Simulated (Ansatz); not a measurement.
Energy needed to pull apart CH4OSe (SMILES CO[SeH]), singlet, into free ground-state atoms, from the structure below (displaced at random from a GFN2-xTB minimum); no zero-point or spin–orbit terms; open-shell atoms are treated unrestricted, in their ground-state multiplicity.

```csv
atom,x (Å),y (Å),z (Å)
C1,-0.5007,0.6723,-0.0474
O2,-0.5232,-0.6800,0.2549
Se3,0.8304,-1.6348,-0.3879
H4,-0.5073,0.8406,-1.0377
H5,0.3783,1.1475,0.4500
H6,-1.4238,1.0854,0.3160
H7,1.8119,-1.4089,0.6252
```

Program: Ansatz 0.2.0. Basis: def2-TZVPP. Cores are frozen in the correlated methods. Filled d shells of the heavier atoms are correlated. The def2 sets are not built for correlating such inner shells, so the correlated values are less sure here.

| method | atomization energy (kJ/mol) |
| --- | --- |
| PBE-D4 | 2276 |
| r2SCAN-D4 | 2226 |
| PBE0-D4 | 2216 |
| CAM-B3LYP-D4 | 2231 |
| wB97X-V | ? |
| wB97M-V | 2223 |
| HF | ? |
| MP2 | 2194 |
| CCSD | 2124 |
| CCSD(T) | 2164 |

What does wB97X-V give? (To be estimated.)

Computed: 2228 kJ/mol, which is about 65 kJ/mol more than CCSD(T)/def2-TZVPP.

What does HF give? (An estimate is asked for; the value comes from the calculation.)

By the calculation: 1489 kJ/mol, which is about 675 kJ/mol less than CCSD(T)/def2-TZVPP.

In triple zeta the MP2 and coupled-cluster atomization energies are still short of their basis limit by a few kcal/mol a bond, whereas those of the functionals are nearly converged, so these differences are not deviations from converged CCSD(T).

The T1 diagnostic stays at or below 0.011.

For scale, one of the runs: CCSD(T)/def2-TZVPP forces, 166 basis functions (an equivalent command: `ansatz run in.yaml --threads 4`). Time: 110 s of wall clock on 4 CPU threads; the host was shared. Peak host memory: 2.5 GiB.
